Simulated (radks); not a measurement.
Species: C IV. Configuration: [He] 2s1. Calculated with a radial shooting solver on a logarithmic mesh with Libxc functionals: non-relativistic Kohn-Sham, PBEsol, spin-unpolarised, spherical densities, point nucleus; without spin polarisation the odd electron is poorly described.

Normalised radial functions P(r) = r R(r), r in bohr:

r            1s
0.0205   0.5018
0.02757  0.6467
0.03706  0.8215
0.04983  1.0236
0.06753  1.2490
0.0908   1.4641
0.1221   1.6394
0.1641   1.7281
0.2224   1.6789
0.2991   1.4669
0.4021   1.1150
0.5406   0.7052
0.7326   0.3418
0.985    0.1223
1.324    0.0284
1.78     0.0037
2.413    0.0002
3.244    0.0000
4.362    0.0000

1s: eigenvalue -330.25 eV, 0 radial nodes, <r> = 0.270 bohr, 90 % of the charge inside 0.484 bohr.
